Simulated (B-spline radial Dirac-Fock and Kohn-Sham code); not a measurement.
# Dipole and non-dipole photoemission parameters of K 2s

System: the free potassium atom in the configuration [Ar] 4s1; threshold 378.6 eV (tabulated edge). Calculated with a B-spline atomic structure program, using Dirac-Hartree-Slater photoionisation with a Latter tail; cross sections with all multipoles, angular parameters from the dipole term and its interference with E2.

For linearly polarised light dσ/dΩ = σ/(4π) [1 + β P₂(cos θ) + (δ + γ cos²θ) sin θ cos φ], with θ from the polarisation vector and φ the angle between the beam and the projection of the electron momentum on the plane normal to the polarisation.

```
hν (eV)  σ (kb)      β       γ
    400     282  2.000   0.587
    414     270  2.000   0.538
    485     219  2.000   0.249
    600     162  2.000   0.037
    705     125  2.000  -0.031
    720     121  2.000  -0.036
    727     119  2.000  -0.038
    851    91.1  2.000  -0.049
    977    71.1  2.000  -0.032
   1340    38.8  2.000   0.072
   1490       ?      ?       ?
   1860    19.7  2.000   0.250
   1940    18.0  2.000   0.277
   2540    9.94  2.000   0.464
   4000    3.44  2.000   0.848
   4480    2.61  2.000   0.956
   5010    1.98  2.000   1.069
 5414.7    1.63  2.000   1.150
   6180    1.16  2.000   1.296
 8047.8   0.584  2.000   1.610
   8350   0.529  2.000   1.657
  15000   0.106  1.999   2.495
```

**Question.** Give the values at 1490 eV.

**Answer.** σ = 31.4 kb, β = 2.000, γ = 0.122. For an s subshell δ is negligible.
